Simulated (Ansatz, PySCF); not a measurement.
H4ClFGeN2, singlet, geometry from GFN2-xTB. Base run: CASSCF(2,4)/STO-3G (PySCF).

PySCF was given this input:
```python
from pyscf import gto, scf, mcscf
import numpy

mol = gto.M(
    atom='''
N    -1.612727   -0.947604   -0.382047
Ge   -0.033708   -0.227824    0.069582
N     1.322658   -1.419832   -0.069256
F    -0.156607    0.058476    1.796076
Cl    0.270896    1.669087   -0.798514
H    -1.594720   -1.858378   -0.812496
H    -2.311836   -0.364423   -0.814460
H     1.840205   -1.551649    0.789885
H     1.979728   -1.263893   -0.820388
''',
    basis='sto-3g',
    charge=0,
    spin=0,
    verbose=4,
)

mf = scf.RHF(mol)
mf.kernel()
mc = mcscf.CASSCF(mf, 4, 2)
mc.fix_spin_(ss=0.0)
mc.kernel()
occ = numpy.linalg.eigvalsh(mc.fcisolver.make_rdm1(mc.ci, mc.ncas, mc.nelecas))[::-1]
ss = mc.fcisolver.spin_square(mc.ci, mc.ncas, mc.nelecas)[0]
print('natural occupations', occ.round(4), ' <S^2>', round(ss, 4))
```

Programs used: Ansatz (a program for electronic structure), PySCF; a row that names a program was run with it.

Variants of this job, named by their change:

```csv
change,ΔE vs base (mEh),natural occupations,<S^2> of the state,outcome
base,0.000,1.98 0.02 0.00 0.00,0.00,converged
"active space = 6 electrons, 5 orbitals",-,-,-,not converged
orbitals = fixed (CASCI),10.904,2.00 0.00 0.00 0.00,0.00,converged
"code = ansatz; correction = SC-NEVPT2, all electrons",-132.6,-,-,converged
"active space = 8 electrons, 6 orbitals",-23.257,2.00 2.00 1.98 1.97 0.04 0.02,0.00,converged
fix_spin_ = off,0.000,1.98 0.02 0.00 0.00,0.00,converged
correction = SC-NEVPT2,-129.4,1.98 0.02 0.00 0.00,0.00,converged
conv_tol = 1e-5,0.160,1.98 0.02 0.00 0.00,0.00,converged
state_average = 2 states,20.889,-,-,converged
"active space = 8 electrons, 9 orbitals",-53.727,1.98 1.98 1.98 1.97 0.04 0.02 0.02 0.01 0.00,0.00,converged
code = ansatz,-7.290,-,-,converged
```

Active orbitals are taken around the Fermi level unless the row says otherwise; CASSCF can end in different local minima, and two programs can end on different orbitals. State-averaged rows give the lowest state.

Ansatz warned in this series: the state or the total is in doubt.
